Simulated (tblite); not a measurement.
Record of a relaxation.

Compound: C2H10NP2Si2 (doublet state).
SMILES with atom numbers: `[CH3:1][N:2]([CH3:3])[Si@@H:4]1[P:5][SiH2:6][PH:7]1` (hydrogens: H8, H9, H10 on C1; H11, H12, H13 on C3; H14 on Si4; H15, H16 on Si6; H17 on P7)

Computed with GFN2-xTB (tblite), gas phase: L-BFGS steps from a force-field or distance-geometry start until the largest atomic force falls under 0.01 eV/Å. 6 of its 137 geometries are shown.

Step 0: E = -564.7611 eV, largest atomic force 2.107 eV/Å
```
atom  x, y, z in Å  |  force x, y, z in eV/Å
C1     -1.952    1.261    0.045   -0.344   1.214   0.001
N2     -1.125    0.127   -0.207    1.288   0.163   1.351
C3     -1.768   -1.148   -0.066   -1.088  -0.454  -1.121
Si4     0.363    0.306    0.734   -1.060   0.244  -1.027
P5      1.861    1.303   -0.464    0.073   1.315  -1.422
Si6     3.314    0.092    0.579    0.717   0.363   0.037
P7      1.726   -1.442    0.733   -0.332  -2.051   0.352
H8     -2.333    1.339    1.085    0.171  -0.157  -0.320
H9     -1.318    2.161   -0.139   -0.614  -0.551   0.054
H10    -2.838    1.302   -0.617    0.496  -0.154   0.109
H11    -2.814   -1.026   -0.466    0.753  -0.308   0.640
H12    -1.758   -1.584    0.941   -0.265   0.206  -0.179
H13    -1.274   -1.849   -0.757   -0.015   0.044   0.306
H14     0.265    0.957    2.037   -0.166  -0.350   0.439
H15     3.602    0.680    1.894    0.090  -0.405   0.073
H16     4.481   -0.300   -0.189    0.106  -0.094   0.034
H17     1.560   -2.168   -0.504    0.192   0.975   0.674
```

Step 27: E = -565.4557 eV, largest atomic force 0.129 eV/Å
```
atom  x, y, z in Å  |  force x, y, z in eV/Å
C1     -2.030    1.282    0.051    0.008  -0.060   0.019
N2     -1.129    0.160   -0.005   -0.069  -0.026  -0.032
C3     -1.783   -1.131   -0.058    0.037  -0.003   0.008
Si4     0.414    0.351    0.715   -0.022   0.096  -0.075
P5      1.890    1.375   -0.601    0.087  -0.004   0.095
Si6     3.322    0.092    0.526   -0.058   0.018  -0.073
P7      1.722   -1.489    0.834    0.049   0.008   0.103
H8     -2.525    1.367    1.024   -0.032  -0.023   0.002
H9     -1.480    2.203   -0.130    0.059  -0.057  -0.008
H10    -2.793    1.167   -0.722   -0.001   0.068   0.018
H11    -2.714   -1.042   -0.620    0.034  -0.015  -0.009
H12    -2.012   -1.532    0.936   -0.037   0.055  -0.042
H13    -1.136   -1.838   -0.575    0.038  -0.015   0.075
H14     0.374    0.793    2.125   -0.018  -0.004   0.037
H15     3.751    0.518    1.862   -0.042  -0.025  -0.022
H16     4.454   -0.445   -0.223    0.023   0.014  -0.033
H17     1.668   -1.820   -0.501   -0.056  -0.028  -0.062
```

Step 54: E = -565.5372 eV, largest atomic force 0.055 eV/Å
```
atom  x, y, z in Å  |  force x, y, z in eV/Å
C1     -2.046    1.254    0.041    0.019   0.021   0.012
N2     -1.100    0.171    0.041    0.003  -0.009  -0.001
C3     -1.730   -1.125   -0.013   -0.022   0.021  -0.010
Si4     0.421    0.415    0.788   -0.006  -0.018   0.013
P5      1.901    1.514   -0.468   -0.018   0.004   0.012
Si6     3.320    0.063    0.439    0.006  -0.007  -0.008
P7      1.685   -1.465    0.783    0.014   0.016   0.005
H8     -2.663    1.240    0.947   -0.035   0.010  -0.013
H9     -1.512    2.198    0.005    0.039   0.025  -0.019
H10    -2.701    1.183   -0.830    0.012  -0.019   0.017
H11    -2.281   -1.230   -0.951   -0.010  -0.005  -0.006
H12    -2.427   -1.260    0.820   -0.049  -0.017   0.017
H13    -0.972   -1.903    0.043    0.030  -0.024  -0.009
H14     0.362    0.802    2.215    0.009  -0.017  -0.007
H15     3.846    0.340    1.776    0.007   0.023   0.016
H16     4.376   -0.433   -0.440    0.004   0.003  -0.019
H17     1.514   -1.751   -0.556   -0.003  -0.006  -0.002
```

Step 82: E = -565.5459 eV, largest atomic force 0.038 eV/Å
```
atom  x, y, z in Å  |  force x, y, z in eV/Å
C1     -1.997    1.262    0.016    0.008   0.006  -0.004
N2     -1.102    0.139    0.087   -0.017  -0.008   0.016
C3     -1.770   -1.135    0.005    0.002  -0.014  -0.006
Si4     0.409    0.360    0.859   -0.012  -0.019   0.007
P5      1.822    1.543   -0.395    0.020   0.011  -0.004
Si6     3.311    0.098    0.406    0.016   0.016   0.020
P7      1.731   -1.479    0.792   -0.010  -0.007  -0.005
H8     -2.653    1.312    0.893    0.003  -0.008  -0.028
H9     -1.412    2.176   -0.032   -0.006   0.022  -0.014
H10    -2.617    1.186   -0.881   -0.003   0.008   0.018
H11    -2.254   -1.238   -0.970   -0.017   0.013  -0.005
H12    -2.533   -1.243    0.783    0.022   0.014   0.004
H13    -1.038   -1.932    0.119    0.014  -0.030   0.018
H14     0.347    0.699    2.298    0.007  -0.012  -0.011
H15     3.880    0.385    1.726    0.000  -0.009  -0.014
H16     4.346   -0.347   -0.526   -0.024   0.007   0.004
H17     1.523   -1.773   -0.540   -0.003   0.011   0.005
```

Step 109: E = -565.5514 eV, largest atomic force 0.035 eV/Å
```
atom  x, y, z in Å  |  force x, y, z in eV/Å
C1     -1.955    1.259   -0.070   -0.004   0.004  -0.003
N2     -1.090    0.118    0.074   -0.011   0.000   0.008
C3     -1.795   -1.139    0.067   -0.009  -0.012   0.007
Si4     0.394    0.316    0.907   -0.005   0.011  -0.008
P5      1.796    1.638   -0.221   -0.019  -0.013  -0.004
Si6     3.301    0.130    0.417    0.026  -0.022   0.009
P7      1.748   -1.490    0.738    0.012  -0.001  -0.012
H8     -2.626    1.371    0.790    0.014  -0.006  -0.001
H9     -1.347    2.156   -0.156   -0.001   0.007  -0.004
H10    -2.563    1.150   -0.970    0.008   0.004   0.001
H11    -2.337   -1.249   -0.876    0.011  -0.011   0.015
H12    -2.516   -1.207    0.891    0.011   0.018  -0.013
H13    -1.080   -1.954    0.165   -0.001   0.002  -0.005
H14     0.305    0.564    2.363    0.008  -0.011   0.000
H15     3.934    0.309    1.727   -0.009   0.003  -0.016
H16     4.287   -0.237   -0.601   -0.014   0.016   0.027
H17     1.537   -1.721   -0.606   -0.017   0.010   0.000
```

Step 136: E = -565.5537 eV, largest atomic force 0.010 eV/Å
```
atom  x, y, z in Å  |  force x, y, z in eV/Å
C1     -1.928    1.256   -0.111    0.000  -0.003   0.000
N2     -1.085    0.105    0.077   -0.002  -0.002  -0.002
C3     -1.811   -1.139    0.117   -0.003   0.002   0.003
Si4     0.394    0.288    0.919   -0.001   0.001  -0.003
P5      1.776    1.660   -0.171    0.003  -0.004  -0.002
Si6     3.291    0.142    0.423    0.008   0.005  -0.001
P7      1.752   -1.504    0.657    0.000  -0.006   0.000
H8     -2.603    1.408    0.740    0.001  -0.003   0.002
H9     -1.304    2.139   -0.223   -0.002   0.000  -0.002
H10    -2.531    1.128   -1.012   -0.003   0.005   0.000
H11    -2.362   -1.274   -0.816   -0.006  -0.001  -0.003
H12    -2.523   -1.166    0.949   -0.006  -0.001   0.000
H13    -1.106   -1.961    0.235   -0.004   0.001   0.003
H14     0.318    0.468    2.385    0.000   0.003  -0.001
H15     3.890    0.287    1.751    0.006  -0.005   0.002
H16     4.300   -0.170   -0.587    0.004   0.009   0.002
H17     1.525   -1.657   -0.696    0.005  -0.001   0.001
```

**Question.** Summarise the path.

**Answer.** The energy falls by 76.47 kJ/mol from step 0 to step 136; nine tenths of that is first reached at step 33. It rises by more than 0.2 meV at step 35. The largest force goes from 2.107 to 0.010 eV/Å. Among the bonds Si4–P5 changes most, from 2.162 to 2.231 Å; the atoms move by 0.498 Å rms after alignment.

The cost below is that of the whole relaxation. On one thread, Intel Xeon at 2.50 GHz (x86_64) (shared host), this took 4.8 s.
